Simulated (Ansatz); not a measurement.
The same group exchange along the group B, Al, In.

Calculated with Ansatz (gas phase, PBE0-D4/def2-TZVP geometries, no zero-point term in ΔE). CCSD(T)/CBS is the MP2 limit (def2-TZVPP, def2-QZVPP) plus CCSD(T) − MP2 in def2-TZVPP, frozen cores. This one scheme is used for every species. Functionals use def2-TZVPP. Elements past krypton have def2 core potentials. For In outer-core shells are correlated without core-valence functions, which leaves a few kJ/mol of doubt a bond. Each species was taken in one conformer, which may not be the lowest.

```csv
reaction,CCSD(T)/CBS(def2) (eV)
`NBCl` + `C#C` → `C#CBN` + HCl,?
`[NH2][AlH][Cl]` + `C#C` → `C#[C][AlH][NH2]` + HCl,1.07
`[NH2][InH][Cl]` + `C#C` → `C#[C][InH][NH2]` + HCl,0.98
```

Fill in the missing values. (An estimate is asked.)

Computed: `NBCl` + `C#C` → `C#CBN` + HCl: +0.40 eV.

Largest T1 diagnostic: 0.016, for `C#[C][InH][NH2]`.
